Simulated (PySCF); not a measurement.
# Spinor energies of La³⁰⁺ (lanthanum, charge +30)

Start: [Ar] 3d9; 3d3/2 filled at m_j = -3/2, -1/2, +1/2, +3/2; 3d5/2 filled at m_j = -3/2, -1/2, +1/2, +3/2, +5/2. Calculated with PySCF 2.14 in an even-tempered Gaussian basis (16 s from 4.9 bohr⁻², ratio 2.8; 12 p from 6.4 bohr⁻², ratio 2.8; 8 d from 6.4 bohr⁻², ratio 2.8; 3 f from 26 bohr⁻², ratio 3): generalised Hartree-Fock with the X2C-1e Hamiltonian and a Gaussian nucleus; one run each with spin-orbit coupling (SO) switched off, then screened by Boettger's factors.

```json
{"spinor shell": "1s1/2", "electrons": "2", "ε, spin-free (eV)": "-40256.5", "ε, screened SO (eV)": "-40251.4", "weight of nominal j (screened SO)": "1.000", "rms radius, screened SO (bohr)": "0.0286"}
{"spinor shell": "2s1/2", "electrons": "2", "ε, spin-free (eV)": "-7436.0", "ε, screened SO (eV)": "-7434.2", "weight of nominal j (screened SO)": "1.000", "rms radius, screened SO (bohr)": "0.116"}
{"spinor shell": "2p1/2", "electrons": "2", "ε, spin-free (eV)": "-6777.5", "ε, screened SO (eV)": "-7069.2", "weight of nominal j (screened SO)": "1.000", "rms radius, screened SO (bohr)": "0.0998"}
{"spinor shell": "2p3/2", "electrons": "4", "ε, spin-free (eV)": "-6777.5", "ε, screened SO (eV)": "-6647.8", "weight of nominal j (screened SO)": "1.000", "rms radius, screened SO (bohr)": "0.105"}
{"spinor shell": "3s1/2", "electrons": "2", "ε, spin-free (eV)": "-2410.6", "ε, screened SO (eV)": "-2410.1", "weight of nominal j (screened SO)": "1.000", "rms radius, screened SO (bohr)": "0.297"}
{"spinor shell": "3p1/2", "electrons": "2", "ε, spin-free (eV)": "-2194.5", "ε, screened SO (eV)": "-2258.3", "weight of nominal j (screened SO)": "0.999", "rms radius, screened SO (bohr)": "0.288"}
{"spinor shell": "3p3/2", "electrons": "4", "ε, spin-free (eV)": "-2194.5", "ε, screened SO (eV)": "-2165.8", "weight of nominal j (screened SO)": "0.999", "rms radius, screened SO (bohr)": "0.299"}
{"spinor shell": "3d3/2", "electrons": "4", "ε, spin-free (eV)": "-1900.5", "ε, screened SO (eV)": "-1912.4", "weight of nominal j (screened SO)": "0.985", "rms radius, screened SO (bohr)": "0.267"}
{"spinor shell": "3d5/2", "electrons": "5", "ε, spin-free (eV)": "-1900.5", "ε, screened SO (eV)": "-1892.0", "weight of nominal j (screened SO)": "0.988", "rms radius, screened SO (bohr)": "0.270"}
```

| quantity | spin-free | screened SO |
| --- | --- | --- |
| E (hartree) | -7986.22329 | -7989.84278 |
| M_J | 5/2 | 5/2 |
| ⟨J²⟩ | 8.750 | 8.750 |
| ⟨L²⟩ | 6.000 | 6.020 |
| ⟨S²⟩ | 0.750 | 0.769 |

Each row is a mean over spinors that exchange with the open shell spreads, by up to 19.992 eV (3p3/2).

Breit and QED terms are absent; they matter most for the inner s and p1/2 levels.

Densities and radii are taken from the X2C orbitals without a picture-change correction, which distorts them close to the nucleus.

Without spin-orbit coupling the j labels of p, d and f shells carry no meaning; the spin-free column gives the mean over the occupied spinors of each nl shell.
